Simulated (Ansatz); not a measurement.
One geometry of Ge₂S₄⁻, several levels of theory.

```yaml
crystal:
  periodic: [false, false, false]
  atoms:
    - {symbol: Ge, position_ang: [1.077989, -0.071115, 1.140484]}
    - {symbol: Ge, position_ang: [-1.558164, -0.129278, -0.157800]}
    - {symbol: S, position_ang: [-0.700820, 1.418697, 1.359157]}
    - {symbol: S, position_ang: [-0.170096, 0.304325, -2.061995]}
    - {symbol: S, position_ang: [-0.376247, -1.868657, 0.848001]}
    - {symbol: S, position_ang: [1.727338, 0.346028, -1.127847]}
basis:
  gaussian: {orbitals: def2-TZVPD, initial_orbitals: start.molden}
total_charge: -1
magnetization: {spin_polarized: true, initial_magnetization: 1}
hamiltonian: {xc: pbe, dispersion: d4}
scf: {omitted_lower_state_checks: [starts]}
output: {forces: true, orbitals: {seedname: orbitals}}
```

The file start.molden holds the orbitals of an earlier run on this structure, at another level or in another basis.

```sh
$ ansatz run in.yaml --threads 4 --pin off --events-out ev --progress --plain --max-ram 4787MiB
```

It prints (some lines left out):

```
Functional definition: PBE
1918 factors; their error is unknown
mean field evaluation 1: about -156350.5281 eV, gradient 1.3e1 eV
mean field evaluation 2: about -156350.7446 eV, gradient 3.5e-1 eV
mean field evaluation 4: about -156350.7218 eV, gradient 3.3e-2 eV
mean field evaluation 8: about -156350.7218 eV, gradient 2.3e-5 eV
mean field -156350.72179441 eV, -5745.7830476190 hartree, gradient 2.8e-6 eV, S^2 0.752571; 0 other end points of the search recorded, 0 dependent functions left out
reference -156350.72185172 eV, -5745.7830497249 hartree; 65, 64 occupied and 227, 228 virtual orbitals, 1918 factors
Total energy: -156351.23637968 eV, -5745.8019582788 hartree
Atom 0 at     1.077989    -0.071115     1.140484 Å, force    -0.253465     0.000025    -0.161017 eV/Å
Atom 1 at    -1.558164    -0.129278    -0.157800 Å, force     0.284069     0.010567     0.104067 eV/Å
Atom 2 at    -0.700820     1.418697     1.359157 Å, force     0.043578    -0.173796    -0.080649 eV/Å
Atom 3 at    -0.170096     0.304325    -2.061995 Å, force     0.321656    -0.008969     0.258146 eV/Å
Atom 4 at    -0.376247    -1.868657     0.848001 Å, force     0.006370     0.196974    -0.024933 eV/Å
Atom 5 at     1.727338     0.346028    -1.127847 Å, force    -0.402208    -0.024802    -0.095614 eV/Å
Dipole moment:    -0.113876    -0.047406     0.233188 e Å
Checks for a lower state left out: starts
```

Run time 12 s (4 threads of Arm Neoverse V2 on a shared host), peak host memory 0.82 GiB.

As the first input, with `hamiltonian: {xc: pbe}`, `correlation: {method: rpa}` and without the key `output` (abridged; 22 s):

```
Functional definition: PBE
mean field -156350.72177047 eV, -5745.7830467392 hartree, gradient 5.4e-6 eV, S^2 0.752571
38 core orbitals not correlated: weight in the atoms' cores, before any rotation towards them, 1.000 or more for the frozen orbitals, at most 0.000 for the correlated occupied ones
Total energy: -156270.33854895 eV, -5742.8290178339 hartree
Checks for a lower state left out: starts
```

As the first input, with `hamiltonian: {xc: {name: BLYP}, dispersion: d4}`, `output: {orbitals: {seedname: orbitals}}` (abridged; 14 s):

```
Functional definition: BLYP
mean field -156388.94173780 eV, -5747.1876046320 hartree, gradient 2.9e-6 eV, S^2 0.752048
Total energy: -156390.02803049 eV, -5747.2275251521 hartree
Checks for a lower state left out: starts
```

As the first input, with `hamiltonian: {xc: {name: r2SCAN0}, dispersion: d4}`, `output: {orbitals: {seedname: orbitals}}` (abridged; 38 s):

```
Functional definition: r2SCAN0
the host lacks memory for fits, so the integrals are decomposed
mean field -156380.73373818 eV, -5746.8859662095 hartree, gradient 9.4e-6 eV, S^2 0.762356
Total energy: -156380.87003167 eV, -5746.8909749030 hartree
Checks for a lower state left out: starts
```

As the first input, with `hamiltonian: {xc: r2scan, dispersion: d4}`, `output: {orbitals: {seedname: orbitals}}` (abridged; 32 s):

```
Functional definition: r2SCAN
mean field -156382.54582117 eV, -5746.9525590315 hartree, gradient 1.7e-5 eV, S^2 0.756302
Total energy: -156382.65137864 eV, -5746.9564381970 hartree
Checks for a lower state left out: starts
```

First input, but with `hamiltonian: {xc: {name: r2SCANh}, dispersion: d4}`, `output: {orbitals: {seedname: orbitals}}` (abridged; 39 s):

```
Functional definition: r2SCANh
the host lacks memory for fits, so the integrals are decomposed
mean field -156381.79319677 eV, -5746.9249005949 hartree, gradient 7.3e-6 eV, S^2 0.758446
Total energy: -156381.91290481 eV, -5746.9292997842 hartree
Checks for a lower state left out: starts
```

First input, but with `hamiltonian: {xc: pbe0, dispersion: d4}`, `output: {orbitals: {seedname: orbitals}}` (abridged; 25 s):

```
Functional definition: PBE0
the host lacks memory for fits, so the integrals are decomposed
mean field -156356.54033923 eV, -5745.9968751970 hartree, gradient 1.5e-5 eV, S^2 0.757680
Total energy: -156356.98348960 eV, -5746.0131606729 hartree
Checks for a lower state left out: starts
```

Geometry: PBE-D4/def2-SVPD.

Correlated methods freeze 38 core orbitals; core or outer-core shells of Ge are correlated, in sets that lack core-valence functions. Another isomer (doublet) lies 0.14 eV lower at PBE0-D4/def2-TZVPD; other spin states weren't run for this one.
